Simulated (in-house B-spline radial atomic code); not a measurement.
Inner levels of lead as electrons are removed. A shift is the extra binding of the orbital against the neutral atom ([Xe] 4f14 5d10 6s2 6p2). Computed with a radial B-spline atomic code at the basis-set limit: non-relativistic Hartree-Fock, average of the configuration, point nuclei.

This level leaves out relativity, spin-orbit splitting included, which matters for heavy ions.

```csv
ion,configuration,shift of 2s (eV),shift of 3s (eV),shift of 1s (eV),radius of 2s (bohr),radius of 3s (bohr),radius of 1s (bohr),Σ<r²> (bohr²),change of density at nucleus (bohr⁻³)
Pb54+,[Ar] 3d10,2978.94,2797.41,3050.16,0.077369,0.18986,0.018454,0.63766,-1892.46
Pb55+,[Ar] 3d9,3153.69,2925.84,3234.6,0.077309,0.18901,0.018454,0.60242,-1737.15
Pb56+,[Ar] 3d8,?,?,?,?,?,?,?,?
Pb57+,[Ar] 3d7,3508.88,3185.95,3610.42,0.077185,0.18732,0.018454,0.53467,-1418.49
Pb58+,[Ar] 3d6,?,?,?,?,?,?,?,?
Pb59+,[Ar] 3d5,?,?,?,?,?,?,?,?
Pb60+,[Ar] 3d4,4055.72,3584.24,4191.44,0.076988,0.18482,0.018455,0.43938,-920.35
Pb61+,[Ar] 3d3,4241.72,3719.16,4389.72,0.076919,0.184,0.018455,0.40921,-748.92
Pb62+,[Ar] 3d2,4429.57,3855.15,4590.3,0.076849,0.18318,0.018455,0.37978,-574.8
Pb63+,[Ar] 3d1,4619.25,3992.21,4793.18,0.076778,0.18237,0.018455,0.35108,-397.97
Pb64+,[Ne] 3s2 3p6,4810.76,4130.33,4998.36,0.076705,0.18157,0.018455,0.32309,-218.44
```

Task: Fill in the row of Pb56+.

Result: shift of 2s (eV): 3330.34; shift of 3s (eV): 3055.35; shift of 1s (eV): 3421.36; radius of 2s (bohr): 0.077247; radius of 3s (bohr): 0.18816; radius of 1s (bohr): 0.018454; Σ<r²> (bohr²): 0.5681; change of density at nucleus (bohr⁻³): -1579.15.

Task: Fill in the row of Pb58+.

Result: shift of 2s (eV): 3689.29; shift of 3s (eV): 3317.64; shift of 1s (eV): 3801.78; radius of 2s (bohr): 0.07712; radius of 3s (bohr): 0.18648; radius of 1s (bohr): 0.018454; Σ<r²> (bohr²): 0.50209; change of density at nucleus (bohr⁻³): -1255.12.

Task: Fill in the row of Pb59+.

Result: shift of 2s (eV): 3871.58; shift of 3s (eV): 3450.4; shift of 1s (eV): 3995.46; radius of 2s (bohr): 0.077055; radius of 3s (bohr): 0.18565; radius of 1s (bohr): 0.018455; Σ<r²> (bohr²): 0.47033; change of density at nucleus (bohr⁻³): -1089.09.
